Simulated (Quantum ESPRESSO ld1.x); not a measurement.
Results of a calculation; reference values are marked as such.
Q: Tl3+, configuration [Xe] 4f14 5d10. Level of theory: Dirac Kohn-Sham, BLYP, spin-unpolarised, spherical densities, point nucleus (ld1.x of Quantum ESPRESSO 7.5). Some entries of the table are withheld. Estimate them.

| orbital | occ. | eigenvalue (Ry) | <r^2> (bohr^2) |
|---|---|---|---|
| 1s1/2 | 2 | -6286.1982 | 0.0003686 |
| 2s1/2 | 2 | -1120.0533 | (1) |
| 2p1/2 | 2 | -1075.0965 | 0.003911 |
| 2p3/2 | 4 | -923.2029 | 0.005095 |
| 3s1/2 | 2 | -268.9375 | 0.03596 |
| 3p1/2 | 2 | (2) | 0.03272 |
| 3p3/2 | 4 | (3) | 0.03909 |
| 3d3/2 | 4 | -181.6038 | 0.02987 |
| 3d5/2 | 6 | -174.3939 | 0.03159 |
| 4s1/2 | 2 | -61.6762 | 0.1731 |
| 4p1/2 | 2 | (4) | 0.1760 |
| 4p3/2 | 4 | (5) | 0.2078 |
| 4d3/2 | 4 | -30.5545 | 0.2171 |
| 4d5/2 | 6 | -29.0228 | 0.2282 |
| 5s1/2 | 2 | -11.7550 | 0.8630 |
| 4f5/2 | 6 | -10.6938 | 0.2594 |
| 4f7/2 | 8 | -10.3557 | 0.2667 |
| 5p1/2 | 2 | -8.8306 | 0.9985 |
| 5p3/2 | 4 | -7.3377 | 1.207 |
| 5d3/2 | 4 | -3.3468 | (6) |
| 5d5/2 | 6 | -3.1774 | (7) |

A: 
(1) 2s1/2 <r^2> (bohr^2): 0.005545
(2) 3p1/2 eigenvalue (Ry): -248.7005
(3) 3p3/2 eigenvalue (Ry): -214.9330
(4) 4p1/2 eigenvalue (Ry): -52.9648
(5) 4p3/2 eigenvalue (Ry): -44.7521
(6) 5d3/2 <r^2> (bohr^2): 2.015
(7) 5d5/2 <r^2> (bohr^2): 2.158
